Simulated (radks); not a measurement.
Question: Calculated with a radial shooting solver on a logarithmic mesh with Libxc functionals: Dirac Kohn-Sham, PBE, spin-unpolarised, spherical densities, finite nucleus; open shells fill j = l - 1/2 first; Fermi nuclear charge, rms radius of each element as measured or else 0.836 A^(1/3) + 0.57 fm. Each species is in its NIST ground configuration. Rank Cl4+, S4+, Si4+, Ar4+, Al4+, P4+, Mg4+ by radius at which the density is 0.001 e/bohr^3 (bohr), largest first.

Answer: Cl4+ 2.82, S4+ 2.80, Ar4+ 2.78, P4+ 2.76, Mg4+ 1.90, Al4+ 1.84, Si4+ 1.79.
